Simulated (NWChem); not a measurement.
All runs are NWChem calculations. System: H₂BI, charge 0, spin multiplicity 1, at a geometry optimised with B3LYP/def2-SVP with def2 effective core potentials on I. The structure started from a generated list of species. Level: G0W0@PBE0/def2-TZVPP with def2 effective core potentials on I, RI basis def2-tzvpp-rifit, no spin-orbit coupling.

Input file:

```
start mol
memory heap 200 mb stack 700 mb global 1700 mb
geometry units angstroms nocenter noautoz
  B      0.000000     0.000000    -1.855482
  H     -1.060295     0.000000    -2.414508
  H      1.060295     0.000000    -2.414508
  I      0.000000     0.000000     0.266159
  symmetry group C2v
end
basis spherical
  * library def2-tzvpp
end
ecp
  I library def2-ecp
end
basis "ri basis" bse spherical
  * library def2-tzvpp-rifit
end
dft
  xc pbe0
  iterations 100
  direct
  tolerances tight
end
task dft energy
gw
  states alpha occ 4 vir 2
end
task dft gw
```

Output (cleaned and shortened):

```
             Northwest Computational Chemistry Package (NWChem) 7.3.0
             --------------------------------------------------------

                                NWChem Input Module
                                -------------------

 Scaling coordinates for geometry "geometry" by  1.889725989
 (inverse scale =  0.529177249)

 Turning off AUTOSYM since
 SYMMETRY directive was detected!

                             Geometry "geometry" -> ""
                             -------------------------

 Output coordinates in angstroms (scale by  1.889725989 to convert to a.u.)

  No.       Tag          Charge          X              Y              Z
 ---- ---------------- ---------- -------------- -------------- --------------
    1 B                    5.0000     0.00000000     0.00000000    -1.85548200
    2 H                    1.0000    -1.06029500     0.00000000    -2.41450800
    3 H                    1.0000     1.06029500     0.00000000    -2.41450800
    4 I                   53.0000     0.00000000     0.00000000     0.26615900

 Effective nuclear repulsion energy (a.u.)      90.2184912561

            Nuclear Dipole moment (a.u.)
            ----------------------------
        X                 Y               Z
 ---------------- ---------------- ----------------
     0.0000000000     0.0000000000     0.0000018897

      Symmetry information
      --------------------

 Group name             C2v
 Group number             16
 Group order               4
 No. of unique centers     3

      Symmetry unique atoms

     1    2    4


 Summary of "ao basis" -> "" (spherical)
 ------------------------------------------------------------------------------
       Tag                 Description            Shells   Functions and Types
 ---------------- ------------------------------  ------  ---------------------
 *                         def2-tzvpp                 on all atoms

 Summary of "ri basis" -> "" (spherical)
 ------------------------------------------------------------------------------
       Tag                 Description            Shells   Functions and Types
 ---------------- ------------------------------  ------  ---------------------
 *                      def2-tzvpp-rifit              on all atoms

                                 NWChem DFT Module
                                 -----------------

 Summary of "ao basis" -> "ao basis" (spherical)
 ------------------------------------------------------------------------------
       Tag                 Description            Shells   Functions and Types
 ---------------- ------------------------------  ------  ---------------------
 B                         def2-tzvpp               11       31   5s3p2d1f
 H                         def2-tzvpp                6       14   3s2p1d
 I                         def2-tzvpp               16       50   6s5p3d2f

 Summary of "ao basis" -> "ao basis" (spherical)
 ------------------------------------------------------------------------------
       Tag                 Description            Shells   Functions and Types
 ---------------- ------------------------------  ------  ---------------------
 B                         def2-tzvpp               11       31   5s3p2d1f
 H                         def2-tzvpp                6       14   3s2p1d
 I                         def2-tzvpp               16       50   6s5p3d2f

      Symmetry analysis of basis
      --------------------------

        a1         45
        a2         12
[...]
    75      0.539534  4 I  px                69     -0.445062  4 I  px
    72      0.357096  4 I  px                78      0.267029  4 I  px
     6     -0.092640  1 B  px                33      0.087753  2 H  s
    47     -0.087753  3 H  s                 34      0.077141  2 H  s
    48     -0.077141  3 H  s                 66     -0.056520  4 I  px

 Vector   17  Occ=0.000000D+00  E=-8.251806D-02  Symmetry=b2
              MO Center=  7.9D-16, -1.8D-15, -1.5D+00, r^2= 3.1D+00
   Bfn.  Coefficient  Atom+Function         Bfn.  Coefficient  Atom+Function
  ----- ------------  ---------------      ----- ------------  ---------------
    13      0.419756  1 B  py                10      0.376467  1 B  py
     7      0.368178  1 B  py                79     -0.268923  4 I  py
    76     -0.199712  4 I  py                70      0.167797  4 I  py
    73     -0.145396  4 I  py                92     -0.089883  4 I  d -1
    82      0.068748  4 I  d -1              87     -0.031959  4 I  d -1

 Vector   18  Occ=0.000000D+00  E= 1.706620D-02  Symmetry=a1
              MO Center=  3.1D-15,  6.6D-15, -3.3D-01, r^2= 5.7D+00
   Bfn.  Coefficient  Atom+Function         Bfn.  Coefficient  Atom+Function
  ----- ------------  ---------------      ----- ------------  ---------------
     4      0.935508  1 B  s                 80      0.879998  4 I  pz
    65     -0.779857  4 I  s                 14      0.622613  1 B  pz
     8      0.238550  1 B  pz                11      0.235324  1 B  pz
     5      0.214333  1 B  s                 62      0.210867  4 I  s
    77      0.200698  4 I  pz                64     -0.189075  4 I  s

 Vector   19  Occ=0.000000D+00  E= 5.704764D-02  Symmetry=a1
              MO Center= -3.0D-15,  7.0D-15, -8.2D-01, r^2= 7.5D+00
   Bfn.  Coefficient  Atom+Function         Bfn.  Coefficient  Atom+Function
  ----- ------------  ---------------      ----- ------------  ---------------
     5      2.981262  1 B  s                 65     -1.475666  4 I  s
     4     -1.404958  1 B  s                 80      0.802606  4 I  pz
    14      0.754533  1 B  pz                11      0.441845  1 B  pz
    93     -0.279075  4 I  d  0              33      0.243151  2 H  s
    47      0.243151  3 H  s                 34     -0.201882  2 H  s

 center of mass
 --------------
 x =   0.00000000 y =   0.00000000 z =   0.11454207

 moments of inertia (a.u.)
 ------------------
         207.584396679222           0.000000000000           0.000000000000
           0.000000000000         215.676589475456           0.000000000000
           0.000000000000           0.000000000000           8.092192796234

     Multipole analysis of the density
     ---------------------------------

     L   x y z        total         alpha         beta         nuclear
     -   - - -        -----         -----         ----         -------
     0   0 0 0     -0.000000    -16.000000    -16.000000     32.000000

     1   1 0 0      0.000000      0.000000      0.000000      0.000000
     1   0 1 0     -0.000000     -0.000000     -0.000000      0.000000
     1   0 0 1     -0.174680      6.954205      6.954205    -14.083090

     2   2 0 0    -26.179626    -17.104495    -17.104495      8.029363
     2   1 1 0      0.000000      0.000000      0.000000      0.000000
     2   1 0 1     -0.000000     -0.000000     -0.000000      0.000000
     2   0 2 0    -24.992516    -12.496258    -12.496258      0.000000
     2   0 1 1     -0.000000     -0.000000     -0.000000      0.000000
     2   0 0 2    -23.841190    -66.637836    -66.637836    109.434481

 Task  times  cpu:       13.3s     wall:       13.3s

                                NWChem Input Module
                                -------------------

                                 NWChem GW Module
                                 ----------------

                             ***********************
                             ***        GW       ***
                             ***********************

 Summary of "ri basis" -> "ri basis" (spherical)
 ------------------------------------------------------------------------------
       Tag                 Description            Shells   Functions and Types
 ---------------- ------------------------------  ------  ---------------------
 B                      def2-tzvpp-rifit            22       76   8s6p4d3f1g
 H                      def2-tzvpp-rifit            10       30   4s3p2d1f
 I                      def2-tzvpp-rifit            38      184   9s8p8d6f4g3h

                 Memory Information
                 ------------------
          Available GA per process is          1699.9 MBs
          Available stack per process is        700.0 MBs
          Available heap per process is           0.0 MBs

          Peak memory in Initialization
              Peak GA per process is                  5.6 MBs
              Peak stack per process is               0.1 MBs
              Peak heap per process is                6.0 MBs
              Memory not in MA per process            0.0 MBs

          Peak memory in AFF Calculation
              Peak GA per process is                 25.2 MBs
              Peak stack per process is              16.9 MBs
              Peak heap per process is                0.0 MBs
              Memory not in MA per process           16.9 MBs

          Computing 2-center integrals
          Computing Inverse Cholesky factor
          Computing 3-center integrals
          Computing V_xc ...

          Computing Sigma_x
          Computing RPA polarizability
          Solving quasiparticle equations

                  Alpha Orbitals
          State     Energy (eV)     Error (eV)
          -----------------------------------
@GW        13        -13.324           0.002
@GW        14        -11.913           0.005
@GW        15        -10.268           0.004
@GW        16         -9.641           0.004
@GW        17         -0.304           0.004
@GW        18          2.491           0.004

   Applying  -2.0643 eV scissor-shift to rest of particle states

   Applying   1.9417 eV scissor-shift to rest of hole states

     GW Timing Statistics
   ------------------------
   Init.   :          0.2s
     ERIs  :          1.4s
     Distr.:          0.0s
     Vxc   :          1.7s
   Sigma_x :          0.0s
   RPA     :          1.0s
   Wmn     :          0.0s
   Sigma_c :          0.0s
   GW total:          4.4s

 Task  times  cpu:        4.4s     wall:        4.4s

 Total times  cpu:       17.8s     wall:       17.8s
```
